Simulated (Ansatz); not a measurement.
Input for Ansatz (an electronic-structure program): R-revPBE/def2-TZVPPD on H4OSi (SMILES O[SiH3]) with ghost functions. Files ending in .json are basis or fitting sets from the Basis Set Exchange.

Ansatz 0.2 input:
```yaml
crystal:
  periodic: [false, false, false]
  atoms:
    - {symbol: O, position_ang: [0.88387094, 0.08126653, 3.01342041]}
    - {symbol: Si, position_ang: [-0.51009422, 0.19510758, 3.88783577]}
    - {symbol: H, position_ang: [0.81664006, -0.08376803, 2.06890922]}
    - {symbol: H, position_ang: [-1.37025471, 1.30727261, 3.41011032]}
    - {symbol: H, position_ang: [-0.10045016, 0.44665656, 5.28365764]}
    - {symbol: H, position_ang: [-1.30739750, -1.05561734, 3.81773908]}
basis:
  gaussian:
    orbitals: def2-TZVPPD.json
    ghost_atoms:
      - {symbol: N, position_ang: [0.15313107, -0.64639390, -1.14563864]}
      - {symbol: N, position_ang: [0.36035999, -0.46325078, -0.09117521]}
hamiltonian:
  xc: {name: revPBE}
scf: {lower_state_search: off}
```

The log:

```
Functional definition: revPBE
[...]
these checks for a lower state are left out or cut short: stability, starts, cluster_reference, orbital_swaps, neighbouring_geometries, increment
integrals: 0.13 GiB planned
1079 factors; their error is unknown
mean field: 0.95 GiB planned
mean field evaluation 1: about -9983.6873 eV, gradient 6.0e1 eV
mean field evaluation 2: about -9950.9721 eV, gradient 1.4e2 eV
mean field evaluation 4: about -9989.5629 eV, gradient 3.3e0 eV
mean field evaluation 8: about -9989.5940 eV, gradient 3.4e-2 eV
mean field evaluation 16: about -9989.5781 eV, gradient 1.5e-5 eV
mean field -9989.57812296 eV, -367.1102248395 hartree, gradient 1.4e-6 eV, S^2 0.000000; 0 other end points of the search recorded, 0 dependent functions left out
reference -9989.57817826 eV, -367.1102268719 hartree; 13, 13 occupied and 217, 217 virtual orbitals, 1079 factors
Total energy: -9989.57817826 eV, -367.1102268719 hartree
Checks for a lower state left out: stability, starts, cluster_reference, orbital_swaps, neighbouring_geometries, increment
```

Self-consistency was reached.

Cost: around 2.4 core-seconds (rough).
